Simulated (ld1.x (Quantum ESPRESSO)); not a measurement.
**Building the ultrasoft potential for phosphorus (BLYP, scalar-relativistic).**

P (Z = 15), ultrasoft, made with ld1.x (Quantum ESPRESSO) 7.5 (BLYP, scalar-relativistic). Core [Ne], reference 3s2 3p1 (charge +2). Waves: 3s (bound): rcut 1.20, rcutus 1.45 bohr; 3s channel at 0.4 Ry: rcut 1.20, rcutus 1.45 bohr; 3p (bound): rcut 1.55, rcutus 1.70 bohr; 3p channel at -1.45 Ry: rcut 1.55, rcutus 1.70 bohr; 3d channel at -0.05 Ry: rc 1.60 bohr. Local part: the d channel. Core correction: a·sin(br)/r model core inside 0.90 bohr. Augmentation charge: PSQ, radius 1.20 bohr.

All-electron outer shells of the reference configuration (BLYP, scalar-relativistic, ld1.x):

```tsv
shell	level (eV)	outermost node (bohr)	outermost maximum (bohr)
3s	-33.84	0.65	1.50
3p	-24.16	0.63	1.68
```

Results:

```json
{
  "Cutoffs needed": "18 Ry and 25 Ry (the cutoffs (Ry, on a coarse ladder) from which the occupation-weighted sum of valence levels, in a spherical-Bessel basis at the reference potential, stays within 10 and 1 mRy of its value at 400 Ry)",
  "Ghost test": "no extra level below or beside the all-electron valence levels (s, p, d, f tested) (spherical-Bessel basis up to 400 Ry, 20 bohr box)",
  "Largest excitation error": "+11 meV (all-electron minus pseudo) for 3s1 3p4, out of 7 test configurations",
  "Lowest eigenvalue of the overlap operator": "0.49 (s channel)",
  "Density cutoff estimated by the generator": "174 Ry"
}
```

Generation and tests took about 1.3 s on one core of a shared server CPU.
